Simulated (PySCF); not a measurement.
Running PySCF for ZnCl

The script input.py:

```python
from pyscf import gto, dft

mol = gto.M(
    atom='Zn 0 0 0; Cl 0 0 2.31',
    basis='def2-svp',
    charge=0,
    spin=1,
    verbose=4,
)
mf = dft.UKS(mol, xc='pw91')
mf = mf.density_fit(auxbasis='def2-universal-jkfit')
field = 0.01  # electric field along z, atomic units
h = mf.get_hcore() + field*mol.intor('int1e_r')[2]
mf.get_hcore = lambda *args: h
e_nuc = mol.energy_nuc() - field*mol.atom_charges() @ mol.atom_coords()[:, 2]
mf.energy_nuc = lambda *args: e_nuc
mf.kernel()
mf.dip_moment()
print('orbital energies (hartree):', [e[max(0, n-3):n+3].round(4) for e, n in zip(mf.mo_energy, mol.nelec)])
```

```bash
$ python input.py
```

It prints (some set-up lines and the per-cycle HOMO/LUMO lines with their warnings removed):

```
PySCF version 2.14.0

[INPUT] verbose = 4
[INPUT] num. atoms = 2
[INPUT] num. electrons = 47
[INPUT] charge = 0
[INPUT] spin (= nelec alpha-beta = 2S) = 1
[INPUT] symmetry False subgroup None
[INPUT] Mole.unit = angstrom
[INPUT] Symbol           X                Y                Z      unit          X                Y                Z       unit  Magmom
[INPUT]  1 Zn     0.000000000000   0.000000000000   0.000000000000 AA    0.000000000000   0.000000000000   0.000000000000 Bohr   0.0
[INPUT]  2 Cl     0.000000000000   0.000000000000   2.310000000000 AA    0.000000000000   0.000000000000   4.365267347745 Bohr   0.0

nuclear repulsion = 116.831332281039
number of shells = 19
number of NR pGTOs = 109
number of NR cGTOs = 49
basis = def2-svp
ecp = {}

******** <class 'pyscf.df.df_jk.DFUKS'> ********
method = DFUKS
initial guess = minao
damping factor = 0
level_shift factor = 0
DIIS = <class 'pyscf.scf.diis.CDIIS'>
diis_start_cycle = 1
diis_space = 8
diis_damp = 0
SCF conv_tol = 1e-09
SCF conv_tol_grad = None
SCF max_cycles = 50
direct_scf = False
number electrons alpha = 24  beta = 23
XC library pyscf.dft.libxc version 7.0.0
    S. Lehtola, C. Steigemann, M. J.T. Oliveira, and M. A.L. Marques.,  SoftwareX 7, 1–5 (2018)
XC functionals = pw91
    J. P. Perdew. In P. Ziesche and H. Eschrig, editors, Proceedings of the 75. WE-Heraeus-Seminar and 21st Annual International Symposium on Electronic Structure of Solids, 11. Berlin, 1991. Akademie Verlag.
    J. P. Perdew, J. A. Chevary, S. H. Vosko, K. A. Jackson, M. R. Pederson, D. J. Singh, and C. Fiolhais.,  Phys. Rev. B 46, 6671 (1992)
    J. P. Perdew, J. A. Chevary, S. H. Vosko, K. A. Jackson, M. R. Pederson, D. J. Singh, and C. Fiolhais.,  Phys. Rev. B 48, 4978 (1993)
    J. P. Perdew. In P. Ziesche and H. Eschrig, editors, Proceedings of the 75. WE-Heraeus-Seminar and 21st Annual International Symposium on Electronic Structure of Solids, 11. Berlin, 1991. Akademie Verlag.
    J. P. Perdew, J. A. Chevary, S. H. Vosko, K. A. Jackson, M. R. Pederson, D. J. Singh, and C. Fiolhais.,  Phys. Rev. B 46, 6671 (1992)
    J. P. Perdew, J. A. Chevary, S. H. Vosko, K. A. Jackson, M. R. Pederson, D. J. Singh, and C. Fiolhais.,  Phys. Rev. B 48, 4978 (1993)
radial grids:
    Treutler-Ahlrichs [JCP 102, 346 (1995); DOI:10.1063/1.469408] (M4) radial grids

becke partition: Becke, JCP 88, 2547 (1988); DOI:10.1063/1.454033
pruning grids: <function nwchem_prune>
grids dens level: 3
symmetrized grids: False
atomic radii adjust function: <function treutler_atomic_radii_adjust>
small_rho_cutoff = 0
Set gradient conv threshold to 3.16228e-05
tot grids = 39520
init E= -2238.92798501761

cycle= 1 E= -2239.254411671  delta_E= -0.326  |g|= 0.343  |ddm|= 1.12

cycle= 2 E= -2238.40932287109  delta_E= 0.845  |g|= 1.13  |ddm|=  1.9
cycle= 3 E= -2239.31266219025  delta_E= -0.903  |g|= 0.131  |ddm|= 1.67
cycle= 4 E= -2239.31191132169  delta_E= 0.000751  |g|= 0.104  |ddm|= 0.298
cycle= 5 E= -2239.31960010517  delta_E= -0.00769  |g|= 0.00957  |ddm|= 0.147
cycle= 6 E= -2239.31968339322  delta_E= -8.33e-05  |g|= 0.00245  |ddm|= 0.022
cycle= 7 E= -2239.31968563577  delta_E= -2.24e-06  |g|= 0.000648  |ddm|= 0.00346
cycle= 8 E= -2239.3196859684  delta_E= -3.33e-07  |g|= 0.000191  |ddm|= 0.00163
cycle= 9 E= -2239.31968599141  delta_E= -2.3e-08  |g|= 4.56e-05  |ddm|= 0.000252
cycle= 10 E= -2239.31968599324  delta_E= -1.84e-09  |g|= 3.43e-06  |ddm|= 8.64e-05
cycle= 11 E= -2239.31968599325  delta_E= -4.55e-12  |g|= 1.67e-06  |ddm|= 1.07e-05
Extra cycle  E= -2239.31968599324  delta_E= 1e-11  |g|= 4.11e-06  |ddm|= 1.11e-05
converged SCF energy = -2239.31968599324  <S^2> = 0.75222902  2S+1 = 2.0022278
Dipole moment(X, Y, Z, Debye): -0.00000, -0.00000, -2.11165
orbital energies (hartree): [array([-0.2142, -0.2142, -0.1959, -0.0027, -0.0027,  0.0472]), array([-0.2751, -0.2099, -0.2099, -0.1577,  0.023 ,  0.023 ])]
```

In short: E(SCF) = -2239.319686 Eh, 11 cycles, ⟨S²⟩ = 0.752, μz(SCF) = -2.11 D.

Wall time 4 s on one thread of a shared host.

The bond length is a typed value, not an optimised one. No search for the lowest solution was made.
